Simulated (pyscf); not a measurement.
# `[OH][GaH][PH2]`, singlet

Gas-phase minimum from PySCF at ωB97X-D3(BJ)/def2-SVP, one conformer. 

SMILES: [OH][GaH][PH2]
```xyz
7

O     -2.4795     0.4551     0.0275
Ga    -0.8412    -0.1299     0.4402
P      0.7819     0.6122    -0.9955
H     -3.1775     0.2099     0.6444
H     -0.6554    -0.9967     1.7310
H     -0.0301     0.4300    -2.1499
H      1.4227    -0.6570    -1.0875
```
Charge 0, spin multiplicity 1.

Bonds (Å): O1–Ga2 1.788, O1–H4 0.963, Ga2–P3 2.291, Ga2–H5 1.566, P3–H6 1.423, P3–H7 1.425. Bond angles (°): Ga2–O1–H4 115.6, O1–Ga2–P3 113.5, O1–Ga2–H5 118.7, P3–Ga2–H5 127.7, Ga2–P3–H6 93.6, Ga2–P3–H7 94.0, H6–P3–H7 95.2.

Properties at ωB97X-D3(BJ)/def2-SVP:

```
Property                                                                                                                                                                                             Value
---------------------------------------------------------------------------------------------------------------------  -----------------------------------------------------------------------------------
Harmonic wavenumbers, unscaled                                                                                         118, 143, 355, 379, 473, 577, 608, 703, 718, 797, 1109, 2002, 2447, 2466, 3919 cm⁻¹
Zero-point energy                                                                                                                                                                            24.0 kcal/mol
Rotational symmetry number                                                                                                                                                                               1
Entropy of this conformer at 298 K and 1 atm, rigid rotor and harmonic oscillator, modes under 100 cm⁻¹ raised to 100                                                                      319.5 J/(mol K)
Dipole moment                                                                                                                                                                                       1.80 D
```

Single-point totals, which compare only within one level (frozen core for MP2 and CC):

```tsv
level	total energy (hartree)
ωB97X-D3(BJ)/def2-TZVP	-2343.91126
PBE/def2-TZVP	-2343.37752
r²SCAN/def2-TZVP	-2343.83843
B3LYP-D3(BJ)/def2-TZVP	-2343.99482
PBE0-D3(BJ)/def2-TZVP	-2343.45075
M06-2X/def2-TZVP	-2343.85286
ωB97M-D3(BJ)/def2-TZVP	-2343.99847
HF/def2-TZVPP	-2341.25853
MP2/def2-TZVPP	-2341.89130
CCSD/def2-TZVPP	-2341.91371
CCSD(T)/def2-TZVPP	-2341.94007
```

Soft torsions are taken as harmonic, which can shift the entropy by several J/(mol K). The CCSD(T) − MP2 part came from Ansatz, without density fitting, on the same reference. The frozen core leaves the outer d or s,p core shells of the metals and heavy elements correlated in the MP2 and CC values, and def2-TZVPP describes them poorly, so these totals are far from the basis limit. Elements up to Kr have no core potential and no relativistic terms here.
